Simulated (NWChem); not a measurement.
Molecule: BaHSCl; SMILES [SH][Ba][Cl]

```xyz
4

Ba    -0.5099    -0.0343     0.0000
Cl     0.8543    -2.4220     0.0000
S      0.8928     2.4925    -0.0001
H     -0.2547     3.2145     0.0029
```
Atoms are numbered in this order, from 1.

Program: NWChem. The geometry was optimised at PBE0/def2-SVP. def2 effective core potentials on Ba; no spin-orbit coupling. Ions are spin-unrestricted doublets at the neutral geometry; other ion states weren't tried.

Q: Estimate the computed values for Hartree-Fock/def2-SVPD. Quantities: vertical ionisation energy, ΔSCF (eV); −ε(HOMO) (eV).

A: 
| Item | Value |
|---|---|
| vertical ionisation energy, ΔSCF (eV) | 7.26 |
| −ε(HOMO) (eV) | 8.73 |
